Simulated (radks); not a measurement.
Values are calculated unless marked as measured or tabulated.
Fractional charge and spin in the 4s shell of germanium: the spin-up occupation runs from 0 to 1 and the spin-down occupation from 0 to 1; the fullest corner is Ge2+, [Ar] 3d10 4s(up 1, down 1). Level of theory: non-relativistic Kohn-Sham, PBEsol, spin-polarised, spherical densities, point nucleus (a radial shooting solver on a logarithmic mesh with Libxc functionals). Energy (eV) minus the two flat planes that join the four corners (they meet along the diagonal where the two added fractions sum to one electron); zero is where a piecewise linear energy would lie.

\begin{tabular}{lrrr}
down \ up & 0 & 0.5 & 1 \\ \hline
0 & 0.000 & -1.323 & 0.000 \\
0.5 & -1.323 & 0.458 & -1.240 \\
1 & 0.000 & -1.240 & 0.000 \\
\end{tabular}

Corners above the fullest one (they belong to Ge3+ and the next ion): (up 1, down 0) 33.783 eV, (up 0, down 1) 33.783 eV, (up 0, down 0) 79.647 eV. With half an added electron in each spin the energy lies 0.458 eV from the planes (fractional-spin error, the static-correlation error of a stretched bond), and with half an added electron in spin up alone -1.323 eV (fractional-charge error). For a frontier s shell over closed shells the exact functional lies on the planes.
